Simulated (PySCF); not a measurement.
# Spin-rotation constants: [Be(ox)2]2- (SMILES O=C1[O][Be-2]2([O]C1=O)[O]C(=O)C(=O)[O]2), charge -2

Cartesian coordinates in Å; atom numbers follow the order of the lines, from 1:
```xyz
13

Be    0.0167    0.0018   -0.0206
O     0.1540    0.0052    1.6094
C     1.3945    0.0007    1.9245
O     1.8365   -0.0010    3.0647
C     2.2917   -0.0028    0.6799
O     3.5129   -0.0062    0.7369
O     1.6001   -0.0015   -0.3980
O    -0.8595    1.2389   -0.6341
C    -1.8480    0.7677   -1.2975
O    -2.6974    1.4342   -1.8717
C    -1.8473   -0.7664   -1.2953
O    -2.6939   -1.4356   -1.8706
O    -0.8605   -1.2349   -0.6276
```

Total charge -2.

Theory: GIAO PBE0/def2-SVP magnetisability, rotational g tensor and spin-rotation constants, non-relativistic, gas phase (PySCF 2.14.0). Geometry: GFN2-xTB.

For an ion the centre-of-mass motion in the field is neglected. The highest occupied orbital is unbound at this level, so the values depend on the basis.

Problem. Give the nuclear spin-rotation constants along the inertial axes (H = +C I·J) beside the isotropic shieldings.

Solution. Rotational constants 1.9600, 0.4453, 0.4452 GHz. A star marks the isotopologue with that one atom substituted, in its own axes.
| atom | isotope | Caa (kHz) | Cbb (kHz) | Ccc (kHz) | mean (kHz) | σ (ppm) |
| --- | --- | --- | --- | --- | --- | --- |
| Be1 | 9Be | -0.089 | -0.016 | -0.016 | -0.040 | 109.2 |
| O2 | 17O* | -0.653 | -0.097 | -0.097 | -0.282 | 90.1 |
| C3 | 13C* | 0.675 | 0.160 | 0.160 | 0.331 | 32.3 |
| O4 | 17O* | -1.003 | -0.107 | -0.107 | -0.406 | -3.2 |

Where two moments of inertia are equal or nearly so, the constants along those axes are given as their average.
For the geometry as given, no vibrational averaging.
